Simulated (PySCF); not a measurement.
Input of a response calculation (the driver script's job line, then coordinates in Å):

```
{"job": {"kind": "uv", "xc": "wB97X-D", "basis": "def2-SVPD", "ip": true}, "charge": 0, "multiplicity": 1}
C     -0.402732     0.460502    -0.246283
C      0.737962    -0.482193    -0.496573
N      0.887356    -1.495724     0.270224
B      1.722647    -0.191458    -1.704211
Cl     1.502995     1.197463    -2.739296
Cl     3.064386    -1.271285    -2.020651
H     -0.974412     0.124302     0.628408
H     -1.068004     0.511213    -1.123223
H     -0.035524     1.485204    -0.076089
H      1.707617    -2.039373    -0.026790
```

Level of theory: PySCF, TDDFT wB97X-D/def2-SVPD, vertical, gas phase, core orbitals frozen in the response. Job line and output are in the format of a driver script around the code.

What does the script print for it?

```
coarse grid: 10048 points
cycle   1  E = -1078.0537058111  dE =  7.676e-01  |g| = 5.016e-01  |ddm| = 4.577e+00
cycle   2  E = -1078.0333089799  dE =  2.040e-02  |g| = 6.435e-01  |ddm| = 2.377e+00
cycle   3  E = -1078.1288936507  dE = -9.558e-02  |g| = 5.870e-02  |ddm| = 1.471e+00
cycle   4  E = -1078.1296805346  dE = -7.869e-04  |g| = 3.789e-02  |ddm| = 1.680e-01
cycle   5  E = -1078.1300396924  dE = -3.592e-04  |g| = 5.046e-03  |ddm| = 8.582e-02
cycle   6  E = -1078.1300516128  dE = -1.192e-05  |g| = 2.036e-03  |ddm| = 2.434e-02
cycle   7  E = -1078.1300530996  dE = -1.487e-06  |g| = 6.285e-04  |ddm| = 6.958e-03
final grid: 89600 points
cycle   8  E = -1078.2528461409  dE = -7.303e-05  |g| = 5.658e-03  |ddm| = 1.180e-01
cycle   9  E = -1078.2528477239  dE = -1.583e-06  |g| = 5.423e-03  |ddm| = 2.061e-02
cycle  10  E = -1078.2528539967  dE = -6.273e-06  |g| = 1.018e-03  |ddm| = 1.722e-02
cycle  11  E = -1078.2528542148  dE = -2.181e-07  |g| = 4.056e-04  |ddm| = 1.823e-03
cycle  12  E = -1078.2528542605  dE = -4.568e-08  |g| = 7.849e-05  |ddm| = 1.740e-03
cycle  13  E = -1078.2528542629  dE = -2.369e-09  |g| = 1.925e-05  |ddm| = 3.824e-04
cycle  14  E = -1078.2528542632  dE = -3.383e-10  |g| = 8.951e-06  |ddm| = 1.732e-04
converged SCF energy = -1078.2528542632

Static polarisability (au): isotropic 71.693, principal 51.119 77.518 86.441

Singlet excitations
state   eV       nm        f      main configurations
  1   3.6814    336.8   0.00064   H->L 0.96
  2   5.5712    222.5   0.00000   H-2->L 0.97
  3   6.0780    204.0   0.00195   H-4->L 0.90
  4   6.0969    203.4   0.10500   H-1->L 0.94
  5   6.6160    187.4   0.16508   H-3->L 0.94
  6   7.1782    172.7   0.00301   H->L+3 0.76
  7   7.3766    168.1   0.00001   H-7->L 0.73, H-6->L 0.13, H->L+3 0.09
  8   7.3894    167.8   0.00138   H->L+1 0.84
  9   7.5765    163.6   0.00006   H-6->L 0.76, H-7->L 0.16
 10   7.6941    161.1   0.05149   H-5->L 0.93

Triplet excitations (Tamm-Dancoff, eV): 2.9795 4.1156 5.4207 5.7484
Vertical ionisation energy (delta-SCF) = 9.9829 eV
Vertical electron affinity (delta-SCF) = 0.8555 eV
```

Geometry: PBE0-D3(BJ)/def2-SVP; no solvent, vibrations or thermal averaging.

The SCF starts on a coarse grid; the energy jumps when the final grid takes over, and dE counts afresh there. H and L stand for HOMO and LUMO.

All these states lie below the vertical ionisation energy of 9.98 eV (ΔSCF).

Conformer computed: `[H]/[N:3]=[C:2](/[CH3:1])[B:4]([Cl:5])[Cl:6]`: C1–C2–B4–Cl5 0°.

Note: wB97X-D ran without an empirical dispersion term, which enters the total energy and its gradient alone.
